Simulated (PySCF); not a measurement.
## TcOF2, quartet: structure and spectrum

Computed with UPBE0 in PySCF with Tc def2-SVP with ECP28, O def2-SVP, F def2-SVP; scalar-relativistic core potentials, no spin–orbit coupling; density-fitted integrals.

The structure is a minimum.

- Point group: C2v
- Bond lengths: Tc–F 1.847 Å (×2), Tc–O 1.665 Å
- Bond angles: F–Tc–F 130.1°, F–Tc–O 114.9° (×2)
- Heat capacity Cp at 298.15 K: 64.7 J/(mol K)
- Spin squared ⟨S²⟩: 3.764
- Rotational constants: 0.2504, 0.1582, 0.09694 cm⁻¹
- Zero-point energy: 18.1 kJ/mol
- Principal polarisabilities: 23.0, 30.0, 35.4 bohr³
- Dipole moment: 0.83 D
- Lowest empty level (β): -3.83 eV
- Principal quadrupole moments (Buckingham, traceless) about the centre of mass: -5.39, -2.29, 7.68 D Å
- Rotational symmetry number: 2
- Enthalpy at 298.15 K above 0 K: 15.09 kJ/mol
- Entropy at 298.15 K and 1 bar (electronic part: spin only): 314.9 J/(mol K)
- Atomisation energy without zero-point energy: 1488 kJ/mol
- Highest occupied level (α): -7.36 eV

Harmonic modes (masses in u: Tc 98.907, O 15.995, F 18.998):
```tsv
symmetry	ω (cm⁻¹)	IR (km/mol)
b1	165	26.1
a1	171	8.6
b2	251	5.4
a1	668	52.4
b2	725	160
a1	1051	122
```

In C2v the vibrations span b1 + 3a1 + 2b2. Here b1 is antisymmetric to the molecular plane and b2 lies in it.

Charges (e):
| atom | Mulliken | Löwdin | polar tensor | spin (Mulliken) | Mayer order to Tc1 |
| --- | --- | --- | --- | --- | --- |
| Tc1 | 1.13 | 0.45 | 1.83 | 2.66 | – |
| O2 | -0.37 | -0.10 | -0.64 | 0.21 | 2.09 |
| F3,4 | -0.38 | -0.17 | -0.59 | 0.07 | 0.97 |

Mulliken populations on Tc1 (electrons outside its core potential): s 2.34, p 6.37, d 5.10, f 0.05.

Outer orbital energies (eV). α occupied: -13.23, -12.26, -12.22, -11.64, -10.69, -8.85, -8.71, -7.36; empty: -2.67, -2.02, -0.37, -0.04. β occupied: -13.90, -12.88, -12.44, -12.14, -12.08, -11.35, -10.70, -10.69; empty: -3.83, -3.39, -2.52, -1.68.

Formally Tc is in oxidation state +4, d3, with 3 unpaired electrons (the high-spin count). The Mulliken spin on Tc is 2.66. The polar-tensor charge on Tc, 1.83, is far below the formal one.

Only a few start shapes were tried, so a lower isomer may exist. Open d and f shells are described by one determinant, and the ground state may have another occupation or spin.

The final relaxation and frequency run took 68 s on 2 threads of a shared Arm Neoverse N1 host, with 73 basis functions and 13 gradients; the process peaked at 0.88 GiB. Launch command: `OMP_NUM_THREADS=2 python axn.py task.json out`.
